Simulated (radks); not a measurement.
The mean radii <r> (bohr) of the occupied orbitals of an atom or ion are listed with their occupations. Method: scalar-relativistic Kohn-Sham, LDA (Slater exchange, Perdew-Wang correlation), spin-polarised, spherical densities, finite nucleus; Fermi nuclear charge, rms radius of each element as measured or else 0.836 A^(1/3) + 0.57 fm; computed with a radial shooting solver on a logarithmic mesh with Libxc functionals.

| orbital | occ. | <r> |
|---|---|---|
| 1s up | 1 | 0.02725 |
| 1s down | 1 | 0.02725 |
| 2s up | 1 | 0.1165 |
| 2s down | 1 | 0.1164 |
| 2p up | 3 | 0.1018 |
| 2p down | 3 | 0.1017 |
| 3s up | 1 | 0.2935 |
| 3s down | 1 | 0.2941 |
| 3p up | 3 | 0.2868 |
| 3p down | 3 | 0.2875 |
| 3d up | 3 | 0.2560 |

Name the element and its charge. Open shells, if any, are filled with parallel spins first.

Answer. Z = 53, iodine, charge +32: I32+ in [Ar] 3d3. The 1s radius gives Z: for a bare nucleus <r> = (2 gamma + 1)/(2Z) with gamma = sqrt(1 - (Z/c)^2), 0.02683 bohr for Z = 53, and screening makes it slightly larger (0.02725 here). The occupations add up to 21, and the charge is Z minus that.
